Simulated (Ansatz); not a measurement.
Gas-phase reaction in SMILES: [NH-][SiH2]O[SiH2]N → N[SiH-]O[SiH2]N
Each molecule is optimised on its own at B3LYP-D3(BJ)/def2-TZVP (Ansatz, a first-principles code), one conformer each, not searched for the lowest. Frequencies are from Ansatz.

Quantity: isomerisation energy (0 K, with B3LYP-D3(BJ) harmonic zero-point energies), in kcal/mol. Valence correlation only, unless marked. Spin-orbit coupling is left out. No relativistic terms. Anions need diffuse functions: aug- sets have them; def2-D sets add few; the other sets have none. Basis-set limits of correlation are two-point, X^-3; Hartree-Fock from the larger set. The bracket is a focal-point correction in the basis named.

```tsv
level	program	isomerisation energy (kcal/mol)	minus last row
PBE-D3(BJ)/def2-TZVPD	Ansatz + dftd3	11.1	-2.9
PBE0/def2-TZVPD	Ansatz	11.9	-2.1
PBE0/def2-QZVPP	Ansatz	11.8	-2.2
HSE06-D4/def2-TZVPD	Ansatz + dftd4	11.8	-2.2
HSE06/def2-TZVPD	Ansatz	11.9	-2.1
CAM-B3LYP-D4/def2-TZVPD	Ansatz + dftd4	13.1	-0.9
MP2/STO-3G	Ansatz	-15.5	-29.5
MP2/aug-cc-pV(D+d)Z	Ansatz	13.1	-0.9
MP2/CBS(aug-cc-pV(T+d)Z,aug-cc-pV(Q+d)Z)	Ansatz	16.8	2.8
RI-MP2/aug-cc-pV(Q+d)Z	Ansatz	16.4	2.4
RI-MP2/cc-pV(T+d)Z	Ansatz	15.5	1.5
CCSD/cc-pV(D+d)Z	Ansatz	9.2	-4.8
CCSD/cc-pV(Q+d)Z	Ansatz	13.0	-1.0
RI-MP2/CBS(aug-cc-pV(T+d)Z,aug-cc-pV(Q+d)Z)+[CCSD(T)-MP2]/aug-cc-pV(D+d)Z	Ansatz	13.6	-0.4
CCSD(T)/CBS(aug-cc-pV(T+d)Z,aug-cc-pV(Q+d)Z)	Ansatz	14.0	0.0
```
